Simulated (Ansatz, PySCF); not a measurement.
Pair of molecules: HCl (SMILES Cl) (first 2 atoms) with PH3 (SMILES P); geometry from B3LYP-D3(BJ)/def2-TZVP, rigid monomers moved along the line of their centres of mass till Cl1···P3 is 3.32 Å.
(charge 0, multiplicity 1):
```tsv
atom	x (Å)	y (Å)	z (Å)
Cl	0.4362	-0.6161	-0.3437
H	0.2439	0.3609	-1.1517
P	0.0808	-0.0151	2.9034
H	-0.1804	0.7325	4.0821
H	0.9345	0.9762	2.3577
H	-1.0662	0.4766	2.2311
```

Monomers are frozen at their geometry in the pair; levels with a basis set take the counterpoise correction. Rows marked so take none.

Rows in 3-21G, 6-31G* carry no dispersion term and start afresh at each structure (6-31G* with six Cartesian d functions).

Run with Ansatz (Gaussian basis) for Hartree–Fock, density functionals and correlated methods; PySCF for 3-21G rows, 6-31G* rows. Each number belongs to the level named beside it.

Task: One of these levels gives 0.24 kcal/mol for the interaction energy. Which one is it?
A) r2SCAN/def2-TZVPPD
B) HF/6-31G*
C) B3LYP/6-31G*
D) HF/3-21G (no counterpoise)

Result: A, r2SCAN/def2-TZVPPD. The others give 1.00 (HF/3-21G (no counterpoise)), 2.23 (HF/6-31G*), 1.60 (B3LYP/6-31G*)

Ansatz is a program for electronic structure.
